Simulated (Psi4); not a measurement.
Psi4 input (wB97X-D/6-31G*):

```
memory 1500 MB

molecule {
0 1
C    -2.40009200    0.05728600   -0.06659200
C    -0.95261000    0.43390200   -0.06128400
C     0.02922500   -0.44731700    0.03867000
Cl    1.71324200   -0.00833100    0.04477500
H    -2.88467900    0.38879300   -0.98896900
H    -2.92969000    0.53712900    0.76092200
H    -2.53611800   -1.02106400    0.02132000
H    -0.70748400    1.48728100   -0.14427300
H    -0.12628700   -1.51373200    0.12506800
symmetry c1
no_reorient
no_com
}

set {
  basis 6-31G*
  reference rks
  scf_type pk
  dft_radial_points 99
  dft_spherical_points 590
  e_convergence 1e-8
  d_convergence 1e-7
  maxiter 150
}

e = energy('wb97x-d')
print_out(f'\nFINAL {e:.10f} DIPOLE {variable("CURRENT DIPOLE")[0]:.6f} {variable("CURRENT DIPOLE")[1]:.6f} {variable("CURRENT DIPOLE")[2]:.6f}\n')
```

From the output:

```
       1A   -101.710884     2A    -10.352790     3A    -10.315852
       4A    -10.304922     5A     -9.582887     6A     -7.331408
       7A     -7.321911     8A     -7.321596     9A     -0.968530
      10A     -0.883452    11A     -0.776444    12A     -0.663781
      13A     -0.557612    14A     -0.540974    15A     -0.511665
      16A     -0.470511    17A     -0.451917    18A     -0.439708
      19A     -0.389210    20A     -0.325240

    Virtual:

      21A      0.085086    22A      0.123934    23A      0.197020
      24A      0.207214    25A      0.245006    26A      0.248713
      27A      0.253530    28A      0.355058    29A      0.407747
      30A      0.482588    31A      0.521054    32A      0.542611
      33A      0.546447    34A      0.588655    35A      0.609486
      36A      0.625007    37A      0.706551    38A      0.719574
      39A      0.731936    40A      0.801647    41A      0.846638
      42A      0.890581    43A      0.939622    44A      0.951619
      45A      0.963586    46A      0.969517    47A      0.981614
      48A      0.992222    49A      1.012208    50A      1.047192
      51A      1.126289    52A      1.171473    53A      1.239609
      54A      1.377789    55A      1.412018    56A      1.462415
      57A      1.616769    58A      1.827001    59A      1.844003
      60A      1.966730    61A      2.073516    62A      2.116140
      63A      2.141489    64A      2.285490    65A      2.395451
      66A      2.399330    67A      2.502915    68A      2.578604
      69A      2.845708    70A      2.925162    71A      4.163458
      72A      4.260196    73A      4.406255    74A      4.490680

    Final Occupation by Irrep:
              A
    DOCC [    20 ]
    NA   [    20 ]
    NB   [    20 ]

  @RKS Final Energy:  -577.44664971213524

   => Energetics <=

    Nuclear Repulsion Energy =            141.6773593713168680
    One-Electron Energy =               -1073.2572874680540735
    Two-Electron Energy =                 387.1133462024580467
    DFT Exchange-Correlation Energy =     -32.9775408198872739
    Empirical Dispersion Energy =          -0.0025269979688355
    VV10 Nonlocal Energy =                  0.0000000000000000
    Total Energy =                       -577.4466497121352404

Computation Completed

Properties will be evaluated at   0.000000,   0.000000,   0.000000 [a0]

Properties computed using the SCF density matrix

 Multipole Moments:

 ------------------------------------------------------------------------------------
     Multipole            Electronic (a.u.)      Nuclear  (a.u.)        Total (a.u.)
 ------------------------------------------------------------------------------------

 L = 1.  Multiply by 2.5417464519 to convert [e a0] to [Debye]
 Dipole X            :         -0.8352054           -0.0000113           -0.8352167
 Dipole Y            :         -0.0670715            0.0000113           -0.0670601
 Dipole Z            :         -0.0158127            0.0000132           -0.0157995
 Magnitude           :                                                    0.8380535

 ------------------------------------------------------------------------------------

FINAL -577.4466497121 DIPOLE -0.835217 -0.067060 -0.015799

*** Psi4 exiting successfully. Buy a developer a beer!
```

The geometry given is a B3LYP-D3(BJ)/def2-TZVP minimum.
